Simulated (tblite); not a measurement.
C4H10ClFSi.
SMILES with atom numbers: `[CH3:1][C@:2]([F:3])([Cl:4])[CH2:5][CH2:6][SiH3:7]` (hydrogens: H8, H9, H10 on C1; H11, H12 on C5; H13, H14 on C6; H15, H16, H17 on Si7)

Structure optimised with GFN2-xTB, isolated species.

Some entries are withheld. Bonds in one row agree within 0.01 Å.

```
               coordinate    value
                    C1–C2        ?
                    C2–F3  1.376 Å
                   C2–Cl4        ?
                    C2–C5  1.526 Å
                    C5–C6  1.522 Å
                   C6–Si7        ?
     C1–H8, C1–H9, C1–H10  1.087 Å
                   C5–H11  1.093 Å
                   C5–H12  1.093 Å
                   C6–H13  1.091 Å
                   C6–H14  1.091 Å
Si7–H15, Si7–H16, Si7–H17  1.463 Å
                 C1–C2–F3   108.3°
                C1–C2–Cl4   109.1°
                 C1–C2–C5        ?
                F3–C2–Cl4        ?
                 F3–C2–C5   107.8°
                Cl4–C2–C5   109.7°
                 C2–C5–C6   114.1°
                C5–C6–Si7        ?
```

Question: Fill in the missing values.

Answer: 
- C1–C2 = 1.516 Å, drawn single (methyl carbon to sp3 C–F carbon); equal to the sum of covalent radii, 1.52 Å.
- C2–Cl4 = 1.799 Å, drawn single (sp3 C–F carbon to chlorine on a fluorinated carbon); 0.02 Å above the sum of covalent radii, 1.78 Å.
- C6–Si7 = 1.905 Å, drawn single (sp3 carbon bound to silicon to SiH3 silicon); 0.04 Å above the sum of covalent radii, 1.87 Å.
- C1–C2–C5 = 115.6°, at the sp3 C–F carbon; the outer atoms are 2.575 Å apart.
- F3–C2–Cl4 = 105.7°, at the sp3 C–F carbon; the outer atoms are 2.544 Å apart.
- C5–C6–Si7 = 112.3°, at the sp3 carbon bound to silicon; the outer atoms are 2.855 Å apart.

Radii are Cordero's, carbon taken as 0.76, 0.73 or 0.69 Å for four, three, and two or fewer neighbours.

Its GFN2-xTB frequencies are all real (lowest 56 cm⁻¹). One conformer, not necessarily the lowest (C1–C2–C5–C6 60°, C2–C5–C6–Si7 176°). 3 starts were optimised and ended at 0.00, 0.22 and 0.71 kcal/mol (GFN2-xTB); the lowest of these is shown.

On one thread of an Arm Neoverse N1, no GPU (shared host), this took 1.1 s of wall time. This is the geometry optimisation.

The numbers are calculated, not measured.
